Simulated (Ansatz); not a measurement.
Basis-set series for `C[SiH](Cl)[SnH3]`. Charge 0, multiplicity 1. Sn takes the def2 core potential. The structure was optimised at the PBE0-D4/def2-TZVP level.

| functional | basis | functions | energy (Eh) | HOMO (eV) | LUMO (eV) |
| --- | --- | --- | --- | --- | --- |
| PBE0-D4 | def2-TZVPP | 263 | -1006.08372 | -7.65 | -0.28 |
| PBE0-D4 | def2-QZVPP | 489 | -1006.11143 | -7.67 | -0.37 |
| ωB97M-V | def2-TZVPP | 263 | -1006.26412 | -9.65 | 1.39 |
| ωB97M-V | def2-QZVPP | 489 | -1006.29074 | -9.66 | 1.08 |

(1) Give the rows for def2-SVP. (Best estimate.)

Results:

(1) Ansatz gave: 
| functional | basis | functions | energy (Eh) | HOMO (eV) | LUMO (eV) |
| --- | --- | --- | --- | --- | --- |
| PBE0-D4 | def2-SVP | 111 | -1005.76656 | -7.60 | -0.04 |
| ωB97M-V | def2-SVP | 111 | -1005.94244 | -9.56 | 1.80 |

Positive LUMOs are unbound and depend on the basis.
